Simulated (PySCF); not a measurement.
CaO, SMILES [O]=[Ca].

The structure is a stationary point at PBE0-D3(BJ)/def2-TZVPD.

Two levels are set side by side: PBE/def2-TZVPD (PySCF) and HF/def2-TZVPD (PySCF). Same geometry, gas phase. Differences are taken from unrounded values.

```csv
quantity,PBE
orbital gap (eV),1.38
highest occupied level (eV),-3.83
lowest empty level (eV),-2.44
dipole moment (D),7.92
mean polarisability (bohr³),56.1
```

Problem. These are the PBE values. What does HF give? (The exact figures need the calculation; the answer reports its results.)

Solution. 
```csv
quantity,HF,PBE minus HF
orbital gap (eV),7.14,-5.76
highest occupied level (eV),-7.73,3.91
lowest empty level (eV),-0.59,-1.85
dipole moment (D),11.22,-3.30
mean polarisability (bohr³),31.8,24.3
```

Without exact exchange PBE keeps part of each electron's self-repulsion, which lifts occupied levels and narrows the gap. Loosely held outer electrons make PBE densities more polarisable. Differences between two approximate levels are no errors against the true value.
